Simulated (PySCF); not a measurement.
# Magnetisability: `CO[C@@H]1OC=C[C@@H]1O`, C5H8O3

Cartesian coordinates in Å; atom numbers follow the order of the lines, from 1:
```xyz
16

C     2.2308    0.1305   -0.6302
O     0.9344    0.6059   -0.3329
C     0.3144   -0.0590    0.7236
O     0.0151   -1.4004    0.3617
C    -1.3256   -1.4700    0.1054
C    -2.0074   -0.3829    0.4255
C    -1.0521    0.6405    1.0012
O    -1.1377    1.9233    0.4617
H     2.9014    0.2766    0.2237
H     2.5793    0.7147   -1.4788
H     2.2065   -0.9305   -0.8921
H     0.9798   -0.0961    1.5996
H    -1.6529   -2.4078   -0.3046
H    -3.0573   -0.2078    0.3210
H    -1.2192    0.7604    2.0790
H    -0.7170    1.9116   -0.4077
```

Computed with GIAO BHandHLYP/pcSseg-1 magnetisability, rotational g tensor and spin-rotation constants, non-relativistic, gas phase in PySCF. Geometry: GFN2-xTB.

(1) How diamagnetic is it, and how anisotropic?

(2) Split it along the inertial axes a, b, c into diamagnetic and paramagnetic parts about the centre of mass, with the quadrupole moment.

(3) And the rotational g tensor?

## Answers

(1) Isotropic -1128 × 10⁻³⁰ J/T², or -67.9 × 10⁻⁶ cm³/mol; principal values -1183, -1127, -1073 × 10⁻³⁰ J/T², anisotropy 95 × 10⁻³⁰ J/T² (root of half the summed squared differences of the principal values). The susceptibility is in cgs units.

(2) 
| axis | χ (10⁻⁶ cm³/mol) | diamagnetic (10⁻⁶ cm³/mol) | paramagnetic (10⁻⁶ cm³/mol) | summed x² of all electrons (Å²) | quadrupole Θ (D Å) |
| --- | --- | --- | --- | --- | --- |
| a | -67.9 | -471.5 | 403.6 | 139.5 | +7.02 |
| b | -68.3 | -693.7 | 625.4 | 87.2 | -8.83 |
| c | -67.6 | -961.6 | 894.1 | 24.0 | +1.81 |

Anisotropies 2χaa − χbb − χcc = 0.0 and 2χbb − χaa − χcc = -1.1 × 10⁻⁶ cm³/mol. Θ is traceless in Buckingham's convention.

(3) 
| axis | rotational constant (GHz) | g | nuclear part | electronic part |
| --- | --- | --- | --- | --- |
| a | 3.1234 | -0.0272 | 0.5651 | -0.5923 |
| b | 2.0646 | -0.0086 | 0.5981 | -0.6066 |
| c | 1.3852 | -0.0103 | 0.5716 | -0.5819 |

Asymmetric top; isotopes 12C, 1H, 16O; no vibrational averaging.
